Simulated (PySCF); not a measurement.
chloro(chlorosilyloxy)silane (Cl2H4OSi2), SMILES Cl[SiH2]O[SiH2]Cl.

The structure is a stationary point at B3LYP-D3(BJ)/def2-SVP. One conformer was computed; it need not be the lowest.

Method: HF/def2-TZVP in PySCF.

Symmetry labels are those of the subgroup C2 that the program uses (full group C2).

Computed valence orbital energies around the gap with their symmetry:
```
orbital  symmetry  energy (eV)
-------  --------  -----------
HOMO−7          A       -14.50
HOMO−6          B       -14.43
HOMO−5          A       -13.78
HOMO−4          B       -13.52
HOMO−3          A       -12.99
HOMO−2          B       -12.80
HOMO−1          A       -12.42
HOMO            B       -12.28
LUMO            A         3.13
LUMO+1          B         3.64
LUMO+2          A         3.68
LUMO+3          B         3.81
```
